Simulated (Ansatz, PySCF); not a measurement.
This PySCF input computes a r2SCAN/def2-TZVPD energy:

```python
from pyscf import gto, scf, dft

mol = gto.M(
    atom='''
    C    -2.25150173    0.16333615   -0.78193884
    C    -1.14270559   -0.04616039    0.00078594
    C     0.15474489    0.14723894   -0.43450615
    Cl    1.51284318   -0.12828966    0.58252851
    H    -2.16327956    0.49956437   -1.80697625
    H    -3.24579918   -0.00243630   -0.39424527
    H    -1.27785289   -0.38336846    1.02303415
    H     0.40537211    0.48067638   -1.43084296
    ''',
    basis='def2-tzvpd',
    charge=0,
    spin=1,
    verbose=4,
)

mf = dft.UKS(mol, xc='r2scan').density_fit(auxbasis='def2-universal-jkfit')
mf.grids.level = 4
mf.conv_tol = 1e-9
mf.max_cycle = 100
mf.max_memory = 1500
mf.kernel()
if not mf.converged:
    mf = mf.newton()
    mf.kernel(mf.make_rdm1())
for _ in range(2):
    mo, _, stable, _ = mf.stability(return_status=True)
    if stable:
        break
    mf.kernel(mf.make_rdm1(mo, mf.mo_occ))
mf.analyze()
```

Problem. Write an input for the same energy in Ansatz (a program for electronic structure) and say what it gives.

Solution. 
Ansatz 0.2 input:
```yaml
crystal:
  periodic: [false, false, false]
  atoms:
    - {symbol: C, position_ang: [-2.25150173, 0.16333615, -0.78193884]}
    - {symbol: C, position_ang: [-1.14270559, -0.04616039, 0.00078594]}
    - {symbol: C, position_ang: [0.15474489, 0.14723894, -0.43450615]}
    - {symbol: Cl, position_ang: [1.51284318, -0.12828966, 0.58252851]}
    - {symbol: H, position_ang: [-2.16327956, 0.49956437, -1.80697625]}
    - {symbol: H, position_ang: [-3.24579918, -0.00243630, -0.39424527]}
    - {symbol: H, position_ang: [-1.27785289, -0.38336846, 1.02303415]}
    - {symbol: H, position_ang: [0.40537211, 0.48067638, -1.43084296]}
basis:
  gaussian:
    orbitals: def2-TZVPD
hamiltonian:
  xc: {name: r2SCAN}
magnetization: {spin_polarized: true, initial_magnetization: 1}
output: {forces: true}
```
It gives -576.82011 Eh, and PySCF -576.82015 Eh, a difference of 0.04 mEh, from the treatment of integrals and grids.

It need not be the lowest isomer of its formula.
